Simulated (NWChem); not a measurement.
CH4OPb, singlet; SMILES [O]([PbH])C

```xyz
7

Pb     0.0097    -0.4591     0.0000
H     -1.8302    -0.0792     0.0000
O      0.5470     1.5739     0.0000
C     -0.2924     2.6798     0.0000
H     -0.1058     3.3155     0.8883
H     -0.1058     3.3155    -0.8883
H     -1.3711     2.4208     0.0000
```
Atoms are numbered in this order, from 1.

All runs: NWChem. Low-valent species are run as closed-shell singlets; no triplet was tried in these runs. All runs use the structure optimised with PBE0/def2-SVP. def2 effective core potentials on Pb; no spin-orbit coupling. B3LYP is NWChem's, with the RPA form of VWN correlation. Vertical excitations in the gas phase; the lowest state need not have the same character in each row.

| level | lowest excitation, singlet (eV) | oscillator strength of that lowest state | lowest state with f > 0.02, singlet (eV) | oscillator strength of that bright state | orbital gap (eV) |
|---|---|---|---|---|---|
| PBE/def2-SVP, full TDDFT | 2.98 | 0.001 | 3.68 | 0.067 | 2.79 |
| B3LYP/def2-SVP, full TDDFT | 3.15 | 0.008 | 3.91 | 0.062 | 4.10 |
| BHandHLYP/def2-SVP, full TDDFT | (withheld) | 0.013 | (withheld) | (withheld) | (withheld) |
| PBE0/def2-SVP, full TDDFT | 3.23 | 0.010 | 4.02 | 0.059 | 4.52 |

Complete the blanks.


- BHandHLYP/def2-SVP, full TDDFT, lowest excitation, singlet (eV): 3.31
- BHandHLYP/def2-SVP, full TDDFT, lowest state with f > 0.02, singlet (eV): 4.45
- BHandHLYP/def2-SVP, full TDDFT, oscillator strength of that bright state: 0.048
- BHandHLYP/def2-SVP, full TDDFT, orbital gap (eV): 6.14
